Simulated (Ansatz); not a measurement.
Cost and result for the atomization energy of `[OH][Ga]([F])[Cl]` (5 atoms, 4 bonds).

Total charge 0; spin multiplicity 1. Correlated methods include outer-core shells of Ga, which these sets cover unevenly. Scalar relativity is left out up to krypton. All single points use the PBE0-D4/def2-TZVP geometry. It is one conformer, not always the lowest. Program: Ansatz. All runs use 2 threads of a server CPU on a shared host. Times are those of one run each, without the atoms' runs, and a repeat can differ threefold. Electronic energies, without spin–orbit coupling; frozen cores. CCSD(T)/CBS adds CCSD(T) − MP2 in def2-TZVPP to the MP2 limit, and its time is that of the two runs behind it. T1 = 0.014. With those shells the extrapolation isn't a true limit. B3LYP takes the VWN-RPA correlation (the form of Gaussian; ORCA's B3LYP/G).

CCSD(T)/CBS is a level of theory with its own doubt, some kJ/mol a heavy atom from the limit and from the frozen cores, so smaller differences don't rank the functionals.

```csv
level,functions,wall time
LDA (SPW92)/def2-TZVPP,166,1.3 s
revPBE-D4/def2-TZVPP,166,2 s
BLYP-D4/def2-TZVPP,166,2.2 s
PBE-D4/def2-TZVPP (with forces),166,2.4 s
B3LYP-D4/def2-TZVPP (with forces),166,4.1 s
CCSD(T)/def2-SVP,83,4.1 s
PBE-QIDH/def2-TZVPP,166,5.5 s
r2SCANh-D4/def2-TZVPP,166,6 s
B2PLYP/def2-TZVPP,166,6 s
ωB97X-V/def2-TZVPP,166,8 s
MP2/def2-QZVPP,303,16 s
CCSD(T)/def2-TZVPP,166,66 s
CCSD(T)/CBS(def2),–,82 s
```

(1) What atomization energy does each give, and how far from CCSD(T)/CBS? (An estimate is asked.)

Results:

(1) Computed: 
```tsv
level	atomization (kcal/mol)	difference from CCSD(T)/CBS	per bond
LDA (SPW92)/def2-TZVPP	468.6	65.4	16.4
revPBE-D4/def2-TZVPP	390.8	-12.4	-3.1
BLYP-D4/def2-TZVPP	392.6	-10.6	-2.6
PBE-D4/def2-TZVPP (with forces)	406.3	3.1	0.8
B3LYP-D4/def2-TZVPP (with forces)	389.2	-14.0	-3.5
CCSD(T)/def2-SVP	373.1	-30.1	-7.5
PBE-QIDH/def2-TZVPP	397.4	-5.8	-1.4
r2SCANh-D4/def2-TZVPP	396.8	-6.4	-1.6
B2PLYP/def2-TZVPP	393.5	-9.7	-2.4
ωB97X-V/def2-TZVPP	400.6	-2.6	-0.6
MP2/def2-QZVPP	420.8	17.6	4.4
CCSD(T)/def2-TZVPP	392.9	-10.3	-2.6
CCSD(T)/CBS(def2)	403.2	0.0	0.0
```

The D4 term adds +3.8 kcal/mol with B3LYP and +2.0 kcal/mol with PBE0; it sums over pairs of atoms, weighted by their polarisabilities, and B3LYP, whose exchange is more repulsive, gets the larger term. From PBE to PBE0 (25 % exact exchange), in def2-TZVPP and without D4, the atomization energy moves by −12.9 kcal/mol: exact exchange takes away binding that semilocal exchange gives to molecules. Leaving LDA and LC-ωPBE aside and taking each functional with its dispersion term where it has one, the values, not all of them listed here, spread over 34.1 kcal/mol, from BHLYP-D4 to PBE-D4. LDA lies +64.7 kcal/mol from PBE without D4, its usual overbinding.
